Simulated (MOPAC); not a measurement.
MOPAC input (MNDO):

```
MNDO PRECISE GNORM=0.05 LET XYZ UHF MS=0.5 GEO-OK AUX(PRECISION=9) THREADS=1
CH5BNO2

C     1.84595600 1   -0.70629800 1    0.38594200 1
N     0.92933600 1    0.30865000 1    0.19743300 1
B    -0.46623400 1    0.18731200 1   -0.09346100 1
O    -1.11952500 1   -1.01781000 1   -0.18314000 1
O    -1.16941700 1    1.34859000 1   -0.29063900 1
H     1.59612200 1   -1.70442700 1    0.06047300 1
H     2.87419600 1   -0.45118900 1    0.57996200 1
H     1.28218800 1    1.24540200 1    0.31836000 1
H    -0.58732600 1   -1.78198200 1    0.05335400 1
H    -2.10356600 1    1.18663700 1   -0.45230000 1
```

Output:

```
 *******************************************************************************
 **                                                                           **
 **                              MOPAC v23.2.5                                **
 **                                                                           **
 *******************************************************************************
 ** MOPAC's Digital Object Identifier: https://doi.org/10.5281/zenodo.6511958 **
 **                                                                           **
 ** Please cite the open-source release paper for use of this MOPAC version:  **
 ** J. E. Moussa and J. J. P. Stewart (2026)                                  **
 ** MOPAC: An open-source semiempirical molecular orbital program             **
 ** J. Open Source Softw., 11(119), 8025, https://doi.org/10.21105/joss.08025 **
 *******************************************************************************

                              MNDO CALCULATION RESULTS

 *******************************************************************************
 *  MNDO       - The MNDO Hamiltonian to be used
 *  GEO-OK     - OVERRIDE INTERATOMIC DISTANCE AND OTHER SAFETY CHECKS
 *  UHF        - UNRESTRICTED HARTREE-FOCK CALCULATION
 *  MS=        - IN MECI, MAGNETIC COMPONENT OF SPIN =  0.5
 *  LET        - OVERRIDE SOME SAFETY CHECKS
 *  PRECISE    - TIGHTER CRITERIA TO BE USED
 *  XYZ        - CARTESIAN COORDINATE SYSTEM TO BE USED
 *  GNORM      - EXIT WHEN GRADIENT NORM DROPS BELOW 0.050
 *  AUX        - OUTPUT AUXILIARY INFORMATION
 *******************************************************************************
MNDO PRECISE GNORM=0.05 LET XYZ UHF MS=0.5 GEO-OK AUX(PRECISION=9) THREADS=1
 CH5BNO2

   ATOM   CHEMICAL          X               Y               Z
  NUMBER   SYMBOL      (ANGSTROMS)     (ANGSTROMS)     (ANGSTROMS)

     1       C          1.84595600  *  -0.70629800  *   0.38594200  *
     2       N          0.92933600  *   0.30865000  *   0.19743300  *
     3       B         -0.46623400  *   0.18731200  *  -0.09346100  *
     4       O         -1.11952500  *  -1.01781000  *  -0.18314000  *
     5       O         -1.16941700  *   1.34859000  *  -0.29063900  *
     6       H          1.59612200  *  -1.70442700  *   0.06047300  *
     7       H          2.87419600  *  -0.45118900  *   0.57996200  *
     8       H          1.28218800  *   1.24540200  *   0.31836000  *
     9       H         -0.58732600  *  -1.78198200  *   0.05335400  *
    10       H         -2.10356600  *   1.18663700  *  -0.45230000  *

          CARTESIAN COORDINATES

    NO.       ATOM           X           Y           Z

     1         C          1.8460     -0.7063      0.3859
     2         N          0.9293      0.3087      0.1974
     3         B         -0.4662      0.1873     -0.0935
     4         O         -1.1195     -1.0178     -0.1831
     5         O         -1.1694      1.3486     -0.2906
     6         H          1.5961     -1.7044      0.0605
     7         H          2.8742     -0.4512      0.5800
     8         H          1.2822      1.2454      0.3184
     9         H         -0.5873     -1.7820      0.0534
    10         H         -2.1036      1.1866     -0.4523

  H: (MNDO): M.J.S. DEWAR, W. THIEL, J. AM. CHEM. SOC., 99, 4899, (1977)
  B: (MNDO): M.J.S. DEWAR, M.L. MCKEE, J. AM. CHEM. SOC., 99, 5231, (1977)
  C: (MNDO): M.J.S. DEWAR, W. THIEL, J. AM. CHEM. SOC., 99, 4899, (1977)
  N: (MNDO): M.J.S. DEWAR, W. THIEL, J. AM. CHEM. SOC., 99, 4899, (1977)
  O: (MNDO): M.J.S. DEWAR, W. THIEL, J. AM. CHEM. SOC., 99, 4899, (1977)

           Empirical Formula: C H5 N O2 B  =    10 atoms

      MOLECULAR POINT GROUP   :   C1

          UHF CALCULATION, NO. OF ALPHA ELECTRONS =   15
                           NO. OF BETA  ELECTRONS =   14

          Geometry optimization using EF

          DIAGONAL MATRIX USED AS START HESSIAN

 CYCLE:     1  GRAD.:    52.318 HEAT: -150.3971
 CYCLE:     2  GRAD.:   499.576 HEAT: -117.8768
 CYCLE:     3  GRAD.:   109.169 HEAT: -148.8852
 CYCLE:     4  GRAD.:   263.234 HEAT: -133.6671
 CYCLE:     5  GRAD.:   254.607 HEAT: -132.8995
 CYCLE:     6  GRAD.:   208.067 HEAT: -144.1374
 CYCLE:     7  GRAD.:   361.191 HEAT: -125.9995
 CYCLE:     8  GRAD.:   295.326 HEAT: -133.3722
 CYCLE:     9  GRAD.:   221.785 HEAT: -139.9772
 CYCLE:    10  GRAD.:   286.646 HEAT: -135.4964
 CYCLE:    11  GRAD.:   316.601 HEAT: -128.8959
 CYCLE:    12  GRAD.:   273.185 HEAT: -137.4729
 CYCLE:    13  GRAD.:   327.499 HEAT: -135.4025
 CYCLE:    14  GRAD.:   279.004 HEAT: -136.6871
 CYCLE:    15  GRAD.:   262.403 HEAT: -136.9114
 CYCLE:    16  GRAD.:    85.482 HEAT: -150.8330
 CYCLE:    17  GRAD.:   402.669 HEAT: -120.7272
 CYCLE:    18  GRAD.:    47.241 HEAT: -151.5701
 CYCLE:    19  GRAD.:    96.326 HEAT: -148.4188
 CYCLE:    20  GRAD.:    17.491 HEAT: -152.3074
 CYCLE:    21  GRAD.:    15.020 HEAT: -152.3403
 CYCLE:    22  GRAD.:     1.766 HEAT: -152.4127
 CYCLE:    23  GRAD.:     2.266 HEAT: -152.4146
 CYCLE:    24  GRAD.:     0.894 HEAT: -152.4195
 CYCLE:    25  GRAD.:     0.951 HEAT: -152.4250
 CYCLE:    26  GRAD.:     0.943 HEAT: -152.4282
 CYCLE:    27  GRAD.:     0.635 HEAT: -152.4297
 CYCLE:    28  GRAD.:     0.540 HEAT: -152.4310
 CYCLE:    29  GRAD.:     1.309 HEAT: -152.4340
 CYCLE:    30  GRAD.:     2.370 HEAT: -152.4408
 CYCLE:    31  GRAD.:     4.144 HEAT: -152.4501
 CYCLE:    32  GRAD.:     2.258 HEAT: -152.4589
 CYCLE:    33  GRAD.:     0.854 HEAT: -152.4666
 CYCLE:    34  GRAD.:     0.987 HEAT: -152.4686
 CYCLE:    35  GRAD.:     1.070 HEAT: -152.4700
 CYCLE:    36  GRAD.:     0.650 HEAT: -152.4706
 CYCLE:    37  GRAD.:     0.241 HEAT: -152.4710
 CYCLE:    38  GRAD.:     0.220 HEAT: -152.4711
 CYCLE:    39  GRAD.:     0.118 HEAT: -152.4712
 CYCLE:    40  GRAD.:     0.133 HEAT: -152.4712
 CYCLE:    41  GRAD.:     0.096 HEAT: -152.4712
 CYCLE:    42  GRAD.:     0.269 HEAT: -152.4712
 CYCLE:    43  GRAD.:     0.094 HEAT: -152.4713
 CYCLE:    44  GRAD.:     0.056 HEAT: -152.4713
 CYCLE:    45  GRAD.:     0.094 HEAT: -152.4714
 CYCLE:    46  GRAD.:     0.182 HEAT: -152.4714
 CYCLE:    47  GRAD.:     0.114 HEAT: -152.4714
 CYCLE:    48  GRAD.:     0.071 HEAT: -152.4715
 CYCLE:    49  GRAD.:     0.063 HEAT: -152.4715
 CYCLE:    50  GRAD.:     0.071 HEAT: -152.4715
 CYCLE:    51  GRAD.:     0.049 HEAT: -152.4715

     GRADIENT =  0.04933 IS LESS THAN CUTOFF =  0.05000

 -------------------------------------------------------------------------------
 MNDO PRECISE GNORM=0.05 LET XYZ UHF MS=0.5 GEO-OK AUX(PRECISION=9) THREADS=1
 CH5BNO2

     GEOMETRY OPTIMISED USING EIGENVECTOR FOLLOWING (EF).
     SCF FIELD WAS ACHIEVED

                              MNDO CALCULATION
                                                       MOPAC v23.2.5 Linux

          FINAL HEAT OF FORMATION =       -152.47154 KCAL/MOL =    -637.94092 KJ/MOL

          COSMO AREA              =        109.37 SQUARE ANGSTROMS
          COSMO VOLUME            =         92.69 CUBIC ANGSTROMS

          GRADIENT NORM           =          0.04933          =       0.01560 PER ATOM
          IONIZATION POTENTIAL    =          8.211638 EV
          ALPHA SOMO LUMO (EV)    =         -8.212  2.040
          BETA  SOMO LUMO (EV)    =        -11.270  1.514
          NO. OF ALPHA ELECTRONS  =         15
          NO. OF BETA  ELECTRONS  =         14
          MOLECULAR WEIGHT        =         73.8660         POINT GROUP:  Cs

          MOLECULAR DIMENSIONS (Angstroms)

            Atom       Atom       Distance
            H    10    H     7     5.37079
            H     9    H     8     3.51579
            H     9    H     6     0.00438

          SCF CALCULATIONS        =         52

   ATOM   CHEMICAL          X               Y               Z
  NUMBER   SYMBOL      (ANGSTROMS)     (ANGSTROMS)     (ANGSTROMS)

     1       C          1.89194585  *  -0.68869149  *   0.37398235  *
     2       N          0.93975836  *   0.29841320  *   0.17367859  *
     3       B         -0.47055698  *   0.16964795  *  -0.09356968  *
     4       O         -1.16717525  *  -1.00780343  *  -0.20612321  *
     5       O         -1.17132185  *   1.33808346  *  -0.24789772  *
     6       H          1.63959409  *  -1.74153297  *   0.34657685  *
     7       H          2.91980852  *  -0.39687687  *   0.56357428  *
     8       H          1.30025392  *   1.23164266  *   0.22558299  *
     9       H         -0.68822257  *  -1.81244083  *  -0.10128997  *
    10       H         -2.09583784  *   1.25087210  *  -0.42312097  *

                             CARTESIAN COORDINATES

   1    C        1.891945853    -0.688691493     0.373982350
   2    N        0.939758363     0.298413196     0.173678587
   3    B       -0.470556976     0.169647951    -0.093569678
   4    O       -1.167175247    -1.007803434    -0.206123215
   5    O       -1.171321854     1.338083455    -0.247897718
   6    H        1.639594093    -1.741532968     0.346576852
   7    H        2.919808524    -0.396876874     0.563574278
   8    H        1.300253918     1.231642664     0.225582986
   9    H       -0.688222573    -1.812440833    -0.101289969
  10    H       -2.095837838     1.250872102    -0.423120974

           Empirical Formula: C H5 N O2 B  =    10 atoms

      MOLECULAR POINT GROUP   :   Cs

          ALPHA EIGENVALUES
 -42.26162 -40.51538 -36.74984 -26.38321 -21.29953 -19.71842 -18.85584 -16.32283
 -15.12794 -14.38750 -13.94990 -13.28182 -12.39102 -12.24154  -8.21164   2.04018
   3.12698   3.98133   4.47061   4.80127   5.30683   5.92784   6.31955   8.18340
   8.90227

           BETA EIGENVALUES
 -42.23496 -40.49598 -36.15478 -25.41916 -21.23675 -19.65251 -18.77670 -16.17862
 -14.95519 -14.29104 -13.91257 -13.21519 -12.20314 -11.26960   1.51391   2.24565
   3.52547   4.25419   4.73390   5.28393   5.39237   6.07534   6.63756   8.20580
   8.97919

              NET ATOMIC CHARGES AND DIPOLE CONTRIBUTIONS

  ATOM NO.   TYPE          CHARGE      No. of ELECS.   s-Pop       p-Pop
    1          C          -0.079264        4.0793     1.24951     2.82975
    2          N          -0.279499        5.2795     1.42197     3.85753
    3          B           0.179096        2.8209     1.03810     1.78280
    4          O          -0.281534        6.2815     1.76420     4.51734
    5          O          -0.261770        6.2618     1.76456     4.49721
    6          H           0.056409        0.9436     0.94359
    7          H           0.061978        0.9380     0.93802
    8          H           0.180677        0.8193     0.81932
    9          H           0.210649        0.7894     0.78935
   10          H           0.213258        0.7867     0.78674
 DIPOLE           X         Y         Z       TOTAL
 POINT-CHG.     0.263    -0.386     0.056     0.470
 HYBRID         0.258    -0.489     0.057     0.556
 SUM            0.521    -0.875     0.113     1.024

          ATOMIC ORBITAL ELECTRON POPULATIONS

     Atom    s        px        py        pz
    1  C   1.24951   0.85794   0.84860   1.12322
    2  N   1.42197   1.10107   1.07164   1.68481
    3  B   1.03810   0.65497   0.64470   0.48314
    4  O   1.76420   1.53285   1.14977   1.83471
    5  O   1.76456   1.21990   1.46474   1.81257
    6  H   0.94359
    7  H   0.93802
    8  H   0.81932
    9  H   0.78935
   10  H   0.78674

                    (SZ)    =    0.500000
                    (S**2)  =    0.756067

          ATOMIC ORBITAL SPIN POPULATIONS

    Atom   Total    s     px     py     pz
         Atomic
    1  C  0.9795  0.050  0.064  0.036  0.830
    2  N  0.0973  0.003 -0.003 -0.008  0.105
    3  B  0.0149 -0.001 -0.002  0.000  0.017
    4  O  0.0060  0.000 -0.001 -0.000  0.006
    5  O  0.0061  0.000  0.000 -0.001  0.007
    6  H -0.0488 -0.049
    7  H -0.0491 -0.049
    8  H -0.0050 -0.005
    9  H -0.0002 -0.000
   10  H -0.0006 -0.001

 **********************
 *                    *
 * JOB ENDED NORMALLY *
 *                    *
 **********************

 == MOPAC DONE ==
```

The geometry given is a B3LYP-D3(BJ)/def2-TZVP minimum.
